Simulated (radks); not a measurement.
Pb3+, configuration [Xe] 4f14 5d10 6s1.

Method: scalar-relativistic Kohn-Sham, PBE, spin-polarised, spherical densities, finite nucleus; open shells are filled with parallel spins first (spin-orbit coupling, left out, can overturn this in heavy ions); Fermi nuclear charge, rms radius 5.5012 fm; computed with a radial shooting solver on a logarithmic mesh with Libxc functionals.

Energy parts (Ry):
total: -41748.2847
kinetic: 47152.2156
electron-nucleus: -104039.0186
Hartree: 15909.6112
exchange-correlation: -771.0930

Orbitals (lengths in bohr, moments of r in powers of bohr; <r^-3> diverges for s and p1/2):
orbital,occ.,eigenvalue (Ry),<r^-3>
1s up,1,-6475.455,-
1s down,1,-6475.452,-
2s up,1,-1160.049,-
2s down,1,-1160.048,-
2p up,3,-995.7879,29550
2p down,3,-995.7869,29550
3s up,1,-280.0872,-
3s down,1,-280.0859,-
3p up,3,-232.9579,6856
3p down,3,-232.9566,6856
3d up,5,-184.7697,832.7
3d down,5,-184.7686,832.7
4s up,1,-65.04448,-
4s down,1,-65.04245,-
4p up,3,-49.59108,1686
4p down,3,-49.58874,1686
4d up,5,-31.66822,181.0
4d down,5,-31.66547,181.0
4f up,7,-11.88134,36.71
4f down,7,-11.87829,36.71
5s up,1,-12.69482,-
5s down,1,-12.68981,-
5p up,3,-8.41757,312.7
5p down,3,-8.40920,313.4
5d up,5,-3.64656,21.65
5d down,5,-3.61838,21.97
6s up,1,-2.78875,-
6s down,0,-2.71538,-

The highest occupied level is 6s up at -37.943 eV. The density falls to 0.001 e/bohr^3 at r = 3.38 bohr.
